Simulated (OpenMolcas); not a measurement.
## Pm: effect of the basis set

| Quantity | Value |
| --- | --- |
| Program | OpenMolcas 26.06 |
| Method | SS-CASPT2, IPEA 0.25 Eh, imaginary shift 0.1 Eh (closed shells correlated: 5s 5p 6s) |
| Active space | 5 electrons in 7 orbitals (4f) |
| State averaging | 2S+1 = 6 odd, 21 roots; 2S+1 = 4 odd, 224 roots (128 in the spin-orbit step); 2S+1 = 2 odd, 130 roots kept (CI in the orbitals of an earlier block) |
| Spin-orbit coupling | RASSI with atomic mean-field integrals over the reference wave functions, term energies averaged over their components |

A. ANO-RCC-VDZP [7s6p4d2f1g], DKH2, point nucleus; CASPT2 step about 2.2 core-minutes
B. ANO-RCC-VTZP [8s7p5d3f2g1h], DKH2, point nucleus; CASPT2 step of the order of 5 core-minutes
C. ANO-RCC-VQZP [9s8p6d4f3g2h], DKH2, point nucleus; CASPT2 step of the order of 10 core-minutes

Energies in eV above 4f⁵ 6s² ⁶H°_5/2, the measured ground level; measured values from NIST Handbook of Basic Atomic Spectroscopic Data.

| Level | A | B | C | Measured |
| --- | --- | --- | --- | --- |
| 4f⁵ 6s² ⁶H°_5/2 | 0.0000 | 0.0000 | 0.0000 | 0.0000 |
| 4f⁵ 6s² ⁶H°_7/2 | 0.1057 | 0.1104 | 0.1109 | 0.0997 |
| 4f⁵ 6s² ⁶H°_9/2 | 0.2311 | 0.2396 | 0.2404 | 0.2168 |
| 4f⁵ 6s² ⁶H°_11/2 | 0.371 | 0.381 | 0.382 | 0.3468 |
| 4f⁵ 6s² ⁶H°_13/2 | 0.521 | 0.531 | 0.531 | 0.4859 |
| 4f⁵ 6s² ⁶H°_15/2 | 0.677 | 0.684 | 0.684 | 0.6311 |
| 4f⁵ 6s² ⁶F°_1/2 | 0.739 | 0.692 | 0.712 |  |
| 4f⁵ 6s² ⁶F°_3/2 | 0.766 | 0.715 | 0.735 |  |
| 4f⁵ 6s² ⁶F°_5/2 | 0.819 | 0.766 | 0.785 |  |
| 4f⁵ 6s² ⁶F°_7/2 | 0.908 | 0.858 | 0.877 |  |
| 4f⁵ 6s² ⁶F°_9/2 | 1.031 | 0.985 | 1.006 |  |
| 4f⁵ 6s² ⁶F°_11/2 | 1.179 | 1.138 | 1.159 |  |
| 4f⁵ 6s² ⁴F°_3/2(1) | 2.082 | 1.808 | 1.809 |  |
| 4f⁵ 6s² ⁴G°_7/2(1) [54 %] | 2.272 | 1.987 | 1.971 |  |
| 4f⁵ 6s² ⁴I°_9/2(1) | 2.372 | 2.152 | 2.121 |  |
| 4f⁵ 6s² ⁴I°_11/2(1) | 2.448 | 2.234 | 2.203 |  |
| 4f⁵ 6s² ⁴I°_13/2(1) [74 %] | 2.530 | 2.319 | 2.289 |  |
| 4f⁵ 6s² ⁴G°_9/2(1) [68 %] | 2.555 | 2.264 | 2.244 |  |
| 4f⁵ 6s² ⁴M°_17/2 | 2.722 | 2.529 | 2.525 |  |
| 4f⁵ 6s² ⁴F°_7/2(1) [54 %] | 2.757 | 2.477 | 2.467 |  |
| 4f⁵ 6s² ⁴M°_19/2 | 2.878 | 2.686 | 2.684 |  |
| 4f⁵ 6s² ⁴G°_11/2(1) | 2.905 | 2.605 | 2.579 |  |
| 4f⁵ 6s² ⁴L°_13/2 [57 %] | 2.940 | 2.734 | 2.696 |  |
| 4f⁵ 6s² ⁴K°_11/2 | 2.955 | 2.757 | 2.726 |  |

Deviations, from unrounded energies. A percentage is the sum of absolute deviations over the sum of measured energies, with the sign that they share, or ± where signs differ.

| Against measurement | Levels | A | B | C |
| --- | --- | --- | --- | --- |
| mean absolute deviation (cm-1) | 5 | 200 | 270 | 270 |
| fine structure of the ground term (%) | 5 | +7.0 | +9.3 | +9.5 |

A lies closest to measurement on these levels and C furthest from it. The largest miss of A in the table is 4f⁵ 6s² ⁶H°_15/2, by +370 cm-1. The ranking rests on the paired levels alone, and a cruder setting can come out closer through cancelling errors.

The two smallest mean deviations differ by little beside CASPT2's spread within terms, so their order carries little weight.

Among A to C the level of the table that moves most is 4f⁵ 6s² ⁴G°_11/2(1), by 2600 cm-1 (lowest in C, highest in A). Moves below CASPT2's spread within the term are not significant.

CASPT2 breaks the degeneracy within a term, and the mean is taken; among the terms shown or strongly mixed into the levels shown the widest spread is 510 cm-1 (4f⁵ 6s² ⁴K°, A). High states are left out of the spin-orbit mixing, which shifts the levels that they would mix with. With the s shell closed, the reference lacks s² → p² mixing. The CASPT2 spread within a term exceeds the gap to the next term for 4f⁵ 6s² ⁴G°(1) and 4f⁵ 6s² ⁴I°(1), so the order of their levels is uncertain, and so are names and mixing where such terms share a J (holds for B; C). Measured partners are found by configuration, term and J. A level has none where our copy of the source lacks it or the pairing is in doubt (some pairs that miss far off the trend of their configuration count as doubtful), and it then counts in no deviation. Levels of configurations outside the active space are missing. The table leaves out levels that lie high or whose names do not pair safely across all columns.

A share in square brackets marks a mixed level and gives the weight of the term that names it, the lowest over the columns. A number in round brackets counts repeated terms of one configuration in the order of the reference energies. ° marks odd parity.
